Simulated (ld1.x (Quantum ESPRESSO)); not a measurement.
Gd: RRKJ pseudisation with PBEsol, scalar-relativistic reference atom.

```
Element                 : Gd (Z = 64)
Generator               : ld1.x (Quantum ESPRESSO) 7.5
Type                    : norm-conserving RRKJ (Kleinman–Bylander form)
Functional              : PBEsol
Relativity              : scalar-relativistic
Frozen core             : [Xe] 4f7
Valence charge          : 3
Reference configuration : 5d1 6s0 6p0 (charge +2)
Partial waves           : 6p (bound, empty): rc 3.00 bohr; 5d (bound): rc 2.90 bohr; 6s (bound, empty): rc 2.30 bohr
Local potential         : the s channel
Core correction         : none
rho0                    : 0.02
```

All-electron outer shells of the reference configuration (PBEsol, scalar-relativistic, ld1.x):

```csv
shell,level (eV),outermost node (bohr),outermost maximum (bohr)
4f,-22.50,–,0.56
5d,-15.14,0.79,1.88
6s,-14.87,1.58,3.05
6p,-10.54,1.87,3.78
```

Calculated quality:

| Quantity | Value |
| --- | --- |
| Cutoffs needed | 12 Ry and 18 Ry (the cutoffs (Ry, on a coarse ladder) from which the occupation-weighted sum of valence levels, in a spherical-Bessel basis at the reference potential, stays within 10 and 1 mRy of its value at 400 Ry) |
| Ghost test | ghost states, extra bound levels that the all-electron valence spectrum of the same l lacks: p at -322.5 eV, s at -7.0 eV; a true bound ghost makes a file unfit for plane-wave use (spherical-Bessel basis up to 400 Ry, 20 bohr box) |
| Largest excitation error | +1111 meV (all-electron minus pseudo) for 5d0 6s2 6p1, out of 7 test configurations |

Generation and tests took about 2.8 s on one core of a shared server CPU.
